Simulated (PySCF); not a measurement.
## AlPb and its ions

UHF; Al cc-pV(D+d)Z, Pb cc-pVDZ-PP with ECP60; scalar-relativistic core potentials (PySCF 2.14). Neutral (UHF): quartet (σ ↑, π ↑↑), Re = 2.794 Å, ωe = 221 cm⁻¹, De = 1.22 eV, HOMO -6.77 eV, LUMO 0.40 eV.

AlPb⁺ (UHF): triplet (σ ↑, π ↑), Re = 3.255 Å, ωe = 126 cm⁻¹. The energies at the minima are -433.75071 hartree for AlPb and -433.53030 for AlPb⁺.

Q: Work out the adiabatic ionisation energy, without and with harmonic zero-point energies (1 hartree = 27.2114 eV, 1 eV = 8065.5 cm⁻¹), and the change of the bond length.

A: At UHF: 0.22041 hartree = 5.998 eV between the minima; the zero-point term (126.0 − 221.0)/2 cm⁻¹ = -0.006 eV makes it 5.992 eV. Re changes by +46.1 pm against the neutral. The electron leaves a π orbital, and the ion is left as a loose complex of an ion and an atom.

Spin–orbit coupling is left out, which matters for elements this heavy, above all for dissociation energies. Hartree–Fock leaves out correlation, which carries a large part of most bond energies and some tenths to 1 eV of ionisation energies. States were picked by a PBE0 search and need not be the measured ground states.
